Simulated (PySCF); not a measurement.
Shieldings and the share of exact exchange

Molecule: `FC[SiH](P)P`, CH₇FP₂Si.

Geometry:
```
atom   x (Å)   y (Å)   z (Å)
  F1   0.787   2.372  -0.089
  C2  -0.332   1.585   0.097
 Si3  -0.030  -0.146  -0.642
  P4   1.882  -1.063   0.141
  P5  -1.878  -1.383  -0.203
  H6  -1.200   2.067  -0.388
  H7  -0.550   1.517   1.178
  H8   0.093  -0.023  -2.126
  H9   1.488  -0.888   1.505
 H10   2.570   0.190   0.087
 H11  -1.491  -1.653   1.147
 H12  -1.301  -2.590  -0.707
```

GIAO shieldings (ppm, equivalent atoms averaged) in PySCF 2.14 on the PBE0-D3(BJ)/def2-SVP geometry, basis pcSseg-2, gas phase, non-relativistic:

| functional | exact exchange (%) | σ(F1) | σ(C2) |
| --- | --- | --- | --- |
| BLYP | 0 | 440.0 | 88.5 |
| BP86 | 0 | 443.1 | 94.0 |
| PBE | 0 | 441.9 | 93.7 |
| B3LYP | 20 | 454.1 | 95.8 |
| mPW1PW91 | 25 | 458.3 | 102.0 |
| BHandHLYP | 50 | 470.0 | 105.0 |
| HF | 100 | 488.8 | 119.3 |

Question: Fit each shielding as a line in the percentage of exact exchange.

Answer: σ(F1) = 443.2 + 0.48 x (rms 2.3 ppm); σ(C2) = 92.2 + 0.27 x (rms 2.1 ppm). The functionals also differ in their semilocal parts, which the line can't hold; Hartree–Fock has no correlation at all.

Question: What does the line predict for PBE0 (25 %), and what does the run give?

Answer: σ(F1): 455.2 predicted, 458.4 computed; σ(C2): 99.0 predicted, 102.4 computed ppm.
